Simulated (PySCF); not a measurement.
Isomers of C6H7FSi. Theory: TDDFT CAM-B3LYP/def2-SVPD, vertical, gas phase, core orbitals frozen in the response in PySCF 2.14.0, density-fitted response routines. Geometries: GFN2-xTB; one conformer of each isolated species. Triplets are in the Tamm–Dancoff approximation.

A. `FC[SiH2]C#CC1=CC1`
B. `C=C[Si@@H]1C=CC(F)=C1`
C. `C1[C@](C=C1)(C#C[SiH3])F`

Lowest singlet levels (six at most, fewer where fewer were computed) with oscillator strengths:

1. 4.44 eV (f 0.044); 5.65 eV (f 0.013); 5.90 eV (f 0.014); 6.48 eV (f 0.052); 6.62 eV (f 0.004); 6.69 eV (f 0.015); T1 2.73 eV
2. 5.63 eV (f 0.004); 6.11 eV (f 0.003); 6.31 eV (f 0.019); 6.87 eV (f 0.216); 7.08 eV (f 0.041); 7.38 eV (f 0.014); T1 4.28 eV
3. 4.54 eV (f 0.000); 4.80 eV (f 0.245); 5.44 eV (f 0.000); 6.37 eV (f 0.003); 6.52 eV (f 0.218); 6.76 eV (f 0.004); T1 2.96 eV

Problem. Match each spectrum to its molecule.

Solution. 1 = B, 2 = C, 3 = A.
- A: S1 at 4.54 eV, HOMO-1→LUMO (96%); Löwdin shares by element: HOMO carbon 73% or more (atoms not listed hold the other 27%); LUMO carbon 77% or more (atoms not listed hold the other 23%); HOMO -8.30 and LUMO -0.61 eV.
- B: S1 at 4.44 eV, HOMO→LUMO (98%); Löwdin shares by element: HOMO carbon 84% or more (atoms not listed hold the other 16%); LUMO carbon 69% or more (atoms not listed hold the other 31%); HOMO -8.10 and LUMO -0.49 eV.
- C: S1 at 5.63 eV, HOMO→LUMO (47%), HOMO-1→LUMO (24%); Löwdin shares by element: HOMO carbon 78% or more (atoms not listed hold the other 22%); LUMO carbon 64% or more (atoms not listed hold the other 36%); HOMO -9.06 and LUMO 0.38 eV.
A and B have S1 within 0.10 eV of each other; their strongest listed levels stand at 4.80 eV (f 0.245) and 6.48 eV (f 0.052).
